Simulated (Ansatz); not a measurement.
Isolated molecules relaxed with PBE0-D4/def2-TZVP in Ansatz; ΔE leaves out vibrations. CBS: MP2 limit from def2 TZ/QZ plus the TZ coupled-cluster correction, frozen cores. This one scheme is used for every species. Each species was taken in one conformer, which may not be the lowest.

`C=C=C([SiH3])BF` + `N=C=O` → `O=C=NBF` + `C=C=C[SiH3]`  (ligand exchange at a B–C bond)

| species | MP2/CBS(def2) energy (Eh) |
| --- | --- |
| `C=C=C([SiH3])BF` | -531.34576 |
| `N=C=O` | -168.49387 |
| `O=C=NBF` | -293.16130 |
| `C=C=C[SiH3]` | -406.70520 |

Question: Work out ΔE.

Answer: ΔE = (-293.16130) + (-406.70520) − (-531.34576) − (-168.49387) = -0.02687 Eh = -0.73 eV. CCSD(T)/CBS gives -0.74 eV.

Largest T1 diagnostic among the species: 0.018.

The D4 term adds +0.05 eV with B3LYP and +0.03 eV with PBE0; it sums over pairs of atoms, weighted by their polarisabilities, and B3LYP, whose exchange is more repulsive, gets the larger term. In def2-TZVPP, CCSD(T) changes the Hartree–Fock value by +0.14 eV (the triples alone add +0.03 eV) and MP2 by +0.15 eV.

B3LYP here is the variant with VWN-RPA as its local correlation; programs differ in this.
